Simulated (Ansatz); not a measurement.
Geometry optimisation, Ansatz 0.2.0, RKS PBE0-D4/def2-SVP.

Input file:

```yaml
crystal:
  periodic: [false, false, false]
  atoms:
    - { symbol: Hf, position_ang: [0.046565, -0.618418, -0.399594] }
    - { symbol: Cl, position_ang: [0.918248, 0.510536, 3.032748] }
    - { symbol: F, position_ang: [1.538703, 0.518927, -0.700577] }
    - { symbol: F, position_ang: [-1.535619, 0.178161, 0.289318] }
    - { symbol: Cl, position_ang: [-0.54673, -1.544224, -2.474292] }
    - { symbol: "N", position_ang: [0.652926, -2.211231, 0.907803] }
    - { symbol: H, position_ang: [0.011704, -2.899088, 1.299587] }
    - { symbol: H, position_ang: [1.591469, -2.607859, 0.907377] }
    - { symbol: H, position_ang: [0.902634, -0.758504, 2.60963] }
basis:
  gaussian: { orbitals: def2-SVP }
hamiltonian:
  xc: pbe0
  dispersion: d4
relax:
  f_tol: 0.03
  max_steps: 50
```

Run as:

```bash
$ ansatz run input.yaml --threads 4 --pin off --max-ram 5120MiB --backend cpu --events-out ev --progress --plain --runs-dir out
```

Where does it end, and by what steps?

It converged. After 14 steps the energy has fallen by 1.896 eV; H9 moved furthest, 1.29 Å. Parted: Cl2–H9 (1.34 → 2.62 Å). Joined: Hf1–Cl2 (3.72 → 2.42 Å), N6–H9 (2.25 → 1.02 Å).

```csv
step,energy less start (eV),largest force component (eV/Å),accepted
0,0.0000,1.501,yes
1,-0.1353,1.236,yes
2,-0.1953,0.244,yes
3,-0.2094,0.329,yes
4,-0.2479,0.708,yes
5,-0.3114,1.747,yes
6,-0.7345,2.013,yes
7,-0.9545,4.504,yes
8,-1.5061,1.035,yes
9,-1.7417,0.940,yes
10,-1.8519,1.004,yes
11,-1.8735,0.676,yes
12,-1.8942,0.090,yes
13,-1.8956,0.034,yes
14,-1.8958,0.013,yes
```

```xyz
9
Properties=species:S:1:pos:R:3
Hf 0.126 -0.137 0.113
Cl 0.730 0.625 2.325
F 1.352 0.943 -0.853
F -1.650 0.534 0.099
Cl -0.169 -1.839 -1.574
N 0.727 -2.144 1.220
H -0.035 -2.825 1.200
H 1.507 -2.608 0.749
H 0.991 -1.980 2.194
```

Whether the end is a true minimum wasn't checked by a vibrational analysis.

Run time: 61 s on 4 threads of Intel(R) Xeon(R) Platinum 8175M CPU @ 2.50GHz (Skylake/Cascade Lake), on a shared host, peak memory 0.36 GiB.
